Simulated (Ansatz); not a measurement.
```yaml
crystal:
  periodic: [false, false, false]
  atoms:
    - {symbol: N, position_ang: [-0.755409, 1.273855, 0.372460]}
    - {symbol: D, position_ang: [0.235227, 0.000410, -0.291228]}
    - {symbol: N, position_ang: [1.198359, -0.762938, 0.944085]}
    - {symbol: O, position_ang: [-0.902124, -1.324660, -1.021994]}
    - {symbol: Cl, position_ang: [1.647745, 0.934706, -1.833006]}
    - {symbol: H, position_ang: [-1.084333, 1.876318, 1.111173]}
    - {symbol: H, position_ang: [1.578189, -0.923145, 1.863264]}
    - {symbol: H, position_ang: [-1.825457, -1.131746, -1.200553]}
basis:
  gaussian: {orbitals: x2c-TZVPPall}
hamiltonian: {xc: {name: B97}}
output: {forces: true}
```

```sh
$ ansatz run in.yaml --threads 4 --pin off --events-out ev --progress --plain --max-ram 10444MiB
```

Output, abridged:

```
Error: YAML parse error: error: line 5 column 16: `D` is not an element symbol (H … Og, case-exact)
 --> <input>:5:16
3 |   atoms:
4 |     - {symbol: N, position_ang: [-0.755409, 1.273855, 0.372460]}
5 |     - {symbol: D, position_ang: [0.235227, 0.000410, -0.291228]}
6 |     - {symbol: N, position_ang: [1.198359, -0.762938, 0.944085]}
7 |     - {symbol: O, position_ang: [-0.902124, -1.324660, -1.021994]}
```

(1) Something in this input is off. What?

## Answers

(1) An element symbol is wrong. The program refused the input.
